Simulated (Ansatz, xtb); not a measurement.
**Relative energy of two isomers of C4H9BO3**

We compare X, `COB1OC[C@H](C)O1`, a singlet, with Y, `COB1OCCCO1`, a singlet. Both are isolated molecules in the gas phase, relaxed with r2SCAN-D4/def2-SVP; the shapes shown needn't be the lowest conformers.

X (Å):

```xyz
17

C    -0.8500    2.2294    1.3236
C    -1.7933   -1.0990   -1.1290
C    -0.3442   -1.6303   -1.2201
C    -0.2042   -3.1164   -0.9808
B    -0.4354    0.1842    0.1264
O    -0.0025    1.1602    0.9503
O    -1.6877    0.1505   -0.4547
O     0.3572   -0.8838   -0.2181
H    -1.8104    2.2003    0.7854
H    -1.0455    2.1835    2.4075
H    -0.3431    3.1828    1.1061
H    -2.2603   -0.9574   -2.1170
H    -2.4324   -1.7830   -0.5380
H     0.0948   -1.3686   -2.2033
H    -0.7517   -3.6857   -1.7490
H     0.8534   -3.4163   -1.0168
H    -0.6073   -3.3829    0.0091
```

Y (Å):

| atom | x (Å) | y (Å) | z (Å) |
| --- | --- | --- | --- |
| C | 2.1763 | -2.2504 | -1.0622 |
| C | -1.4352 | -0.2761 | -1.6325 |
| C | -1.7281 | 0.6920 | -0.4984 |
| C | -1.6492 | -0.0431 | 0.8303 |
| B | 0.2564 | -1.1474 | -0.1418 |
| O | 1.4374 | -1.7931 | 0.0500 |
| O | -0.2039 | -0.9517 | -1.4215 |
| O | -0.4111 | -0.7175 | 0.9730 |
| H | 3.0787 | -2.7547 | -0.6867 |
| H | 1.5966 | -2.9644 | -1.6720 |
| H | 2.4818 | -1.4174 | -1.7186 |
| H | -1.3700 | 0.2474 | -2.6006 |
| H | -2.2479 | -1.0235 | -1.7169 |
| H | -2.7244 | 1.1464 | -0.6289 |
| H | -0.9863 | 1.5107 | -0.5113 |
| H | -2.4760 | -0.7764 | 0.9088 |
| H | -1.7517 | 0.6547 | 1.6777 |

Quicker runs give these differences E(Y) − E(X): GFN2-xTB +2.23 kJ/mol; HF/STO-3G +10.12 kJ/mol (at GFN2-xTB geometries); r2SCAN-D4/def2-SVP//GFN2-xTB −4.00 kJ/mol.

Problem. Estimate which is lower in electronic energy at CCSD(T)/def2-SVP + ΔMP2/def2-TZVPP, and by roughly how much.

Solution. Too close to call at this level: CCSD(T)/def2-SVP + ΔMP2/def2-TZVPP gives E(Y) − E(X) = +2.17 kJ/mol.

How the difference moves with the method:

```
                             level            geometry  E(Y) − E(X) (kJ/mol)  departure from the last row (kJ/mol)  job, with rough time for the two
                          GFN2-xTB            GFN2-xTB                   +2.23                                 +0.06              optimisation, 0.38 s
                         HF/STO-3G            GFN2-xTB                  +10.12                                 +7.95              single point, 0.44 s
      r2SCAN-D4/def2-SVP//GFN2-xTB            GFN2-xTB                   −4.00                                 −6.17                 single point, 4 s
                r2SCAN-D4/def2-SVP  r2SCAN-D4/def2-SVP                   −2.95                                 −5.12             optimisation, 1.9 min
                       HF/def2-SVP  r2SCAN-D4/def2-SVP                   −4.27                                 −6.44           part of the CCSD(T) run
                      MP2/def2-SVP  r2SCAN-D4/def2-SVP                   −0.03                                 −2.20           part of the CCSD(T) run
                  CCSD(T)/def2-SVP  r2SCAN-D4/def2-SVP                   −0.13                                 −2.30                      single point
CCSD(T)/def2-SVP + ΔMP2/def2-TZVPP  r2SCAN-D4/def2-SVP                   +2.17                                                   single point, 2.2 min
```

As drawn, both hold the same kinds of bond in the same numbers. Structure X has 2 methyl groups, Y 1. Structure X has a 5-membered ring, Y a 6-membered ring.

The largest departure from CCSD(T)/def2-SVP + ΔMP2/def2-TZVPP is that of HF/STO-3G, 7.95 kJ/mol. A small imaginary or near-zero mode remains, so no thermal terms are given. The last row adds to CCSD(T) the change of the MP2 difference between the two basis sets, here +2.30 kJ/mol.

The correlated steps freeze 8 core orbitals. Programs: Ansatz 0.2.0, xtb 6.7.1; the last row on 4 threads of Arm Neoverse V1 on a shared host.
